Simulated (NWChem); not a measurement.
Molecule: AlI₂F; SMILES [F][Al]([I])[I]

```xyz
4

Al     0.0000     0.0000    -0.8515
F      0.0000     0.0000    -2.5242
I      2.1586     0.0000     0.3254
I     -2.1586     0.0000     0.3254
```
Atoms are numbered in this order, from 1.

Level: PBE-D3(BJ)/def2-SVP with def2 effective core potentials on I (NWChem), optimised geometry, unscaled harmonic frequencies. def2 effective core potentials on I; no spin-orbit coupling.

| frequency (cm⁻¹) | IR intensity (km/mol) |
|---|---|
| 74 | 0.5 |
| 158 | 12.2 |
| 183 | 22.5 |
| 242 | 3.6 |
| 448 | 190.0 |
| 852 | 93.1 |

```
Property                                                                            Value
-----------------------------------------------------------------------  ----------------
zero-point energy                                                            2.8 kcal/mol
thermal correction to the enthalpy at 298.15 K (with zero-point energy)      6.9 kcal/mol
heat capacity Cv                                                         15.4 cal/(mol K)
entropy at 298.15 K and 1 atm (symmetry number 2)                        84.1 cal/(mol K)
```

Rigid rotor and harmonic oscillator; modes under 100 cm⁻¹ make the entropy uncertain.
